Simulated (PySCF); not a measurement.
**Electron correlation in Ru²⁺ (ruthenium, charge +2)**

[Kr] 4d5 5p1, high-spin 7P determinant (an excited configuration). Computed with PySCF 2.14 in aug-cc-pVTZ-PP with one added diffuse shell each of s, p, d, f, g type with ECP28MDF (7s7p6d4f3g, 113 functions), with scalar relativity through the core potential. Frozen: 4s2 4p6; 6 electrons correlated.

MP2 pair energies summed by pair of shells (mhartree):

```json
{"pair": "4d-4d", "energy": "-60.52", "share (%)": "78.3"}
{"pair": "4d-5p", "energy": "-16.74", "share (%)": "21.7"}
```

Total MP2 correlation energy: -77.26 mhartree.

Same-spin part -77.26 and opposite-spin part 0.00 mhartree; SCS-MP2 scales them by 1/3 and 6/5 to -25.75 mhartree.
